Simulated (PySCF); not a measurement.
C3H7FSi, SMILES FC1C[SiH2]C1. Atoms are numbered in the order given.

```xyz
12

F     -2.1269    -0.1581     0.0000
C     -0.8508     0.3706     0.0000
C      0.0157    -0.0843    -1.1911
Si     1.4918    -0.0100     0.0000
C      0.0157    -0.0843     1.1911
H     -0.9531     1.4711     0.0000
H     -0.0672     0.5034    -2.1151
H     -0.2174    -1.1400    -1.4104
H      2.4691    -1.1339     0.0000
H      2.2259     1.2871     0.0000
H     -0.0672     0.5034     2.1151
H     -0.2174    -1.1400     1.4104
```

Coordinates come from a ωB97X-D3(BJ)/def2-SVP optimisation. This is a generated structure with no PubChem entry under its InChIKey; it may be hypothetical.

Method: TDDFT-ωB97X/def2-SVPD in PySCF.

Vertical excitations. The molecule is in vacuum. State labels are in the subgroup Cs.

Computed lowest excited states:
| state | symmetry | energy (eV) | λ (nm) | f | main pairs |
|---|---|---|---|---|---|
| S1 | A" | 7.99 | 155 | 0.020 | HOMO−1→LUMO 81 % |
| S2 | A' | 8.20 | 151 | 0.144 | HOMO→LUMO 87 % |
| S3 | A" | 8.39 | 148 | 0.021 | HOMO→LUMO+1 60 %, HOMO→LUMO+3 14 %, HOMO→LUMO+2 14 % |
| S4 | A" | 8.48 | 146 | 0.001 | HOMO−3→LUMO 58 %, HOMO→LUMO+2 11 % |
| S5 | A' | 8.56 | 145 | 0.006 | HOMO−1→LUMO+1 63 %, HOMO−1→LUMO+3 16 %, HOMO−1→LUMO+2 11 % |
| S6 | A" | 8.66 | 143 | 0.007 | HOMO→LUMO+3 38 %, HOMO−3→LUMO 25 %, HOMO→LUMO+2 15 %, HOMO→LUMO+5 11 % |
| S7 | A' | 8.72 | 142 | 0.037 | HOMO−1→LUMO+3 47 %, HOMO−1→LUMO+2 27 % |
| S8 | A" | 9.14 | 136 | 0.084 | HOMO→LUMO+2 45 %, HOMO→LUMO+1 30 %, HOMO→LUMO+3 9 % |
| S9 | A' | 9.25 | 134 | 0.134 | HOMO−1→LUMO+2 33 %, HOMO−1→LUMO+1 19 %, HOMO−3→LUMO+1 9 %, HOMO−2→LUMO 9 % |
| S10 | A' | 9.35 | 133 | 0.072 | HOMO−3→LUMO+1 53 %, HOMO−2→LUMO 14 %, HOMO−1→LUMO+3 10 % |
| T1 | A' | 7.26 | 171 | 0 | HOMO→LUMO 85 % |
| T2 | A" | 7.60 | 163 | 0 | HOMO−1→LUMO 79 % |
| T3 | A" | 8.10 | 153 | 0 | HOMO→LUMO+3 49 %, HOMO→LUMO+1 34 % |
| T4 | A" | 8.16 | 152 | 0 | HOMO−3→LUMO 76 % |
Triplets are in the Tamm–Dancoff approximation, which puts them higher than full response would, so one can lie above its singlet here.
